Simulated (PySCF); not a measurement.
3-methoxypropanenitrile (C4H7NO), SMILES COCCC#N. Geometry: PBE-D3(BJ)/def2-SVP. One conformer was computed; it need not be the lowest.

The numbers are results of PBE-D3(BJ)/def2-SVP in PySCF, not measurements.

Harmonic wavenumbers (cm⁻¹): 86, 109, 126, 233, 291, 378, 414, 529, 775, 946, 992, 1038, 1045, 1134, 1154, 1183, 1190, 1247, 1250, 1368, 1392, 1405, 1412, 1431, 1465, 2301, 2886, 2899, 2926, 2955, 2989, 3043, 3071. Rotational constants (GHz): 18.25, 1.399, 1.333; symmetry number 1.

Question: Work out the zero-point energy and the ideal-gas rigid-rotor harmonic-oscillator thermochemistry at 298.15 K and 1 atm.

Answer: ZPE = ½ Σ hcν = ½ × 45662 cm⁻¹ = 273.12 kJ/mol. H − E(el) = 294.38 kJ/mol. Entropy in J/(mol K): translation 164.17, rotation 111.50, vibration 70.63, total 346.30. G − E(el) = 191.13 kJ/mol. Cp = 106.58 J/(mol K). Modes under 150 cm⁻¹ make the vibrational entropy uncertain.
